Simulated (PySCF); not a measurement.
# UHF on Sn⁺ (tin, charge +1)

Configuration: [Kr] 4d10 5s1 5p2, high-spin 4P determinant (an excited configuration). Calculation: PySCF 2.14, in aug-cc-pVDZ-PP with ECP28MDF (5s4p3d, 32 functions); a scalar-relativistic core potential.

| Item | Value |
| --- | --- |
| Total energy | -212.927250 hartree |
| One-electron energy | -368.6280 hartree |
| Hartree (Coulomb) energy | 172.7071 hartree |
| Exchange energy | -17.0064 hartree |
| ⟨S²⟩ | 3.7528 |
| ⟨L²⟩ | 2.016 |
| Sum of ⟨r⟩ | 26.00 bohr |
| Sum of ⟨r²⟩ | 45.41 bohr² |
| Traceless quadrupole moment −½Σ⟨3z² − r²⟩ along its main axis | 3.97 e·bohr² |

```
shell  electrons  mean orbital energy (hartree)  spread (hartree)  rms radius, mean of both spins (bohr)
 4s α          1                       -6.21017                 0                                  0.879
 4s β          1                       -6.18360                 0                                  0.879
 4p α          3                       -4.39480           0.00651                                  0.952
 4p β          3                       -4.37711           0.02057                                  0.952
 4d α          5                       -1.65714           0.01558                                   1.17
 4d β          5                       -1.63702           0.02465                                   1.17
 5s α          1                       -0.91216                 0                                   2.50
 5p α          2                       -0.56697                 0                                   3.04
```

Energies and moments cover only the electrons outside the core potential.
